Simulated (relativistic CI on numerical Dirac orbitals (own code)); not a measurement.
# One change at a time: Sb XXXVII

Base calculation: Dirac-Coulomb-Breit CI, KLI orbitals optimised for each configuration, model QED (radiative potential, 1s self-energy scaled to tabulated hydrogen-like ionisation energies), unscaled Slater integrals.

Configurations in the expansion (outside the closed core [Ne]): 3s²3p³, 3s3p⁴, 3s²3p²3d, 3p⁵, 3s3p³3d, 3p⁴3d, 3s3p²3d², 3s²3p3d4p, 3p⁴4s, 3s3p²3d4s, 3p⁴4p, 3s²3p²4s, 3s²3p3d², 3s²3d³, 3s3p3d³, 3s²3d²4s, 3p³3d², 3p²3d³, 3p²3d²4s, 3s²3p3d4s, 3s3p3d²4s, 3s²3d4s², 3s3p²3d4p, 3s3p3d²4p, 3p²3d²4p, 3s3p3d4s4p. Double excitations out of closed p, d and f shells are left out; levels of such configurations are missing from the list, as are those of other unlisted configurations, and high levels can miss mixing partners.

The lowest level and the first level of each name with at least 55 % of one term (blank where a level has no safe partner in the second run):

```json
{"Level": "3s²3p³ ²P°3/2", "Base (cm⁻¹)": "0", "Shift (cm⁻¹)": "0"}
{"Level": "3s²3p³ ²D°5/2", "Base (cm⁻¹)": "489725", "Shift (cm⁻¹)": "-260"}
{"Level": "3s²3p³ ²P°1/2", "Base (cm⁻¹)": "565419", "Shift (cm⁻¹)": "-6798"}
{"Level": "3s3p⁴ ⁴P5/2", "Base (cm⁻¹)": "1174136", "Shift (cm⁻¹)": "+19041"}
{"Level": "3s²3p²3d ⁴D1/2", "Base (cm⁻¹)": "1570111", "Shift (cm⁻¹)": "+10080"}
{"Level": "3s3p³3d ⁶D°1/2", "Base (cm⁻¹)": "2324349", "Shift (cm⁻¹)": "+22651"}
{"Level": "3s3p³3d ⁶D°9/2", "Base (cm⁻¹)": "2424665", "Shift (cm⁻¹)": "+22269"}
```

At this charge energies of transitions that change n are usually good to better than 1 %, and those within a shell (Δn = 0) to a few per cent.

Problem. One thing was changed in a second run, which moved the levels as shown. Which?
A. Breit term removed
B. valence Slater integrals scaled by 0.9
C. QED terms removed
D. configuration mixing switched off

Solution. B. Valence Slater integrals scaled by 0.9. Scaling acts on the splittings between terms and on the mixing, and leaves the fine structure of pure LS terms nearly alone; in jj coupling it moves the levels of one term differently.

LS names give the leading component of a level, which can be under half, so a name can repeat, a term be missing and a line seem to break the LS rules.
